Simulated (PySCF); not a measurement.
C4H13PSi2.
Atom-mapped SMILES: `[CH2:1]=[C:2]([CH3:3])[SiH2:4][PH:5][SiH2:6][CH3:7]` (hydrogens: H8, H9 on C1; H10, H11, H12 on C3; H13, H14 on Si4; H15 on P5; H16, H17 on Si6; H18, H19, H20 on C7)

Computed with core-valence-separated Tamm–Dancoff BHandHLYP/aug-pcX-1 (pcseg-1 on H, def2-SVPD on Si, def2-SVPD on P) in PySCF, non-relativistic, gas phase, PBE0-D3(BJ)/def2-SVP geometry.

Computed carbon K-edge spectrum, Gaussian lines of 0.3 eV full width, highest printed point 100; it ends one width below the last computed root. Absolute energies from this functional tend to lie a few eV below measured edges; no shift was applied.

photon energy (eV), absorption and a bar:
```
    282.0          1 
    282.1          5 ##
    282.2         24 #######
    282.3         65 ####################
    282.4        100 ##############################
    282.5         88 ##########################
    282.6         44 #############
    282.7         13 ####
    282.8          2 #
    282.9          0 
    283.0          0 
    283.1          0 
    283.2          0 
    283.3          0 
    283.4          0 
    283.5          0 
    283.6          0 
    283.7          0 
    283.8          0 
    283.9          0 
    284.0          0 
    284.1          0 
    284.2          0 
    284.3          0 
    284.4          0 
    284.5          0 
    284.6          0 
    284.7          0 
    284.8          0 
    284.9          0 
    285.0          0 
    285.1          1 
    285.2          1 
    285.3          2 #
    285.4          4 #
    285.5          7 ##
    285.6         11 ###
    285.7         22 ######
    285.8         49 ###############
    285.9         81 ########################
    286.0         93 ############################
    286.1         77 #######################
    286.2         59 ##################
    286.3         62 ###################
    286.4         75 #######################
    286.5         71 #####################
```

Task: Assign the maxima to core holes.

Result: 3 maxima:
- 282.4 eV: C2 (fully substituted alkene carbon), 282.46 eV, f = 0.062, 1s→π*, 52 % of the height at the exact maximum; C1 (terminal =CH2 carbon), 282.38 eV, f = 0.057, 1s→π*, 48 % of the height at the exact maximum
- 286.0 eV: C7 (Si-methyl carbon), 285.96 eV, f = 0.032, 30 % of the height at the exact maximum; C7 (Si-methyl carbon), 286.06 eV, f = 0.033, 27 % of the height at the exact maximum; C7 (Si-methyl carbon), 285.87 eV, f = 0.030, 20 % of the height at the exact maximum; C2 (fully substituted alkene carbon), 286.08 eV, f = 0.018, 13 % of the height at the exact maximum
- 286.4 eV: C1 + C2 (terminal =CH2 carbon and fully substituted alkene carbon), 286.48 eV, f = 0.031, sum of 2, 35 % of the height at the exact maximum; C3 (allylic carbon), 286.47 eV, f = 0.030, 34 % of the height at the exact maximum; C3 (allylic carbon), 286.31 eV, f = 0.031, 21 % of the height at the exact maximum

Further lines of some strength in the range: C3, 285.56 eV, f = 0.008; C1, 285.90 eV, f = 0.010.

Roots within 0.03 eV on the same or equivalent atoms count as one line; shares under 12 % aren't listed.

Vibrational structure and lifetime widths aren't in the curve. The ionisation threshold wasn't computed; near and above it a finite basis only mimics Rydberg series and continuum.

Hardware: Intel Xeon at 2.50 GHz, one thread, shared host. Cost: 86 s wall, 1.2 GiB resident at most.

Conformer computed: `[CH2:1]=[C:2]([CH3:3])[SiH2:4][PH:5][SiH2:6][CH3:7]`: C1–C2–Si4–P5 -8°, C2–Si4–P5–Si6 178°, Si4–P5–Si6–C7 169°.

One conformer stands for the species.
